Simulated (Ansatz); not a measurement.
One change: `N=[C](O)[GaH2]` becomes `N=C(O)[SiH3]`.

Ansatz, PBE0-D4/def2-TZVP geometries, multiplicity 1. Each molecule was computed in one conformer, which needn't be the lowest.

Scalar relativity is left out up to krypton.

```tsv
property	`N=[C](O)[GaH2]`
zero-point energy (PBE0-D4/def2-TZVP) / kJ/mol	129.1
HOMO energy (PBE/def2-TZVPP) / eV	-6.07
LUMO energy (B3LYP/def2-TZVPP) / eV	-2.48
size of the dipole moment (ωB97M-V/def2-TZVPP) / D	1.14
HOMO energy (ωB97M-V/def2-TZVPP) / eV	-9.70
LUMO energy (ωB97M-V/def2-TZVPP) / eV	-0.44
```

**Question.** Give the same properties after the change, and the shifts. (An estimate is asked.)

**Answer.** Computed: 
```
                                          property  `N=C(O)[SiH3]`  shift
    zero-point energy (PBE0-D4/def2-TZVP) / kJ/mol           160.7   31.6
                 HOMO energy (PBE/def2-TZVPP) / eV           -6.43  -0.36
               LUMO energy (B3LYP/def2-TZVPP) / eV           -0.64   1.84
size of the dipole moment (ωB97M-V/def2-TZVPP) / D            1.02  -0.12
             HOMO energy (ωB97M-V/def2-TZVPP) / eV          -10.21  -0.51
             LUMO energy (ωB97M-V/def2-TZVPP) / eV            1.74   2.18
```

With PBE0 the HOMO falls by 0.46 eV and the LUMO rises by 1.78 eV, so the gap widens by about 2.24 eV. PBE moves the HOMO by -0.36 eV and ωB97M-V by -0.51 eV. The zero-point energy changes by 31.6 kJ/mol with +3 modes. Dipoles are sizes alone; their direction can turn.

B3LYP here is the variant with VWN-RPA as its local correlation; programs differ in this.
